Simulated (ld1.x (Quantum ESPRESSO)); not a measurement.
# Ti (Z = 22): excitation energies, all-electron against TM

- Element: Ti (Z = 22)
- Generator: ld1.x (Quantum ESPRESSO) 7.5
- Type: norm-conserving Troullier–Martins (Kleinman–Bylander form)
- Functional: PBE
- Relativity: scalar-relativistic
- Frozen core: [Ne]
- Valence charge: 12
- Reference configuration: 3s2 3p6 3d2 4s2 4p0
- Partial waves: 3s (bound): rc 1.20 bohr; 3d (bound): rc 1.40 bohr; 3p (bound): rc 1.05 bohr
- Local potential: the p channel
- Core correction: none

Occupied shells without a wave of their own: 4s. They enter only through the test configuration that unscreens the potential.

Energies are relative to the spin-unpolarised reference configuration 3s2 3p6 3d2 4s2 4p0; without spin polarisation the order of configurations can differ from experiment.

```
valence configuration  charge  ΔE all-electron (eV)  error AE − PS (meV)
  3s2 3p6 3d2 4s1 4p0      +1                 7.347                  -92
  3s2 3p6 3d2 4s0 4p0      +2                20.919                 -245
  3s2 3p6 3d1 4s0 4p0      +3                47.867                 -382
  3s2 3p6 3d0 4s0 4p0      +4                91.153                 -441
  3s2 3p6 3d2 4s0 4p2       0                 6.288                 -146
  3s1 3p6 3d2 4s2 4p0      +1                69.655                 -2.5
```

**Question.** What are ΔE and the potential's error for 3s2 3p6 3d3 4s0 4p0?

**Answer.** ΔE = 7.395 eV all-electron; the error (AE − PS) is -131 meV.

The 4s level has no wave, so the channel is fitted at the deeper level alone: the likely source of the large errors.
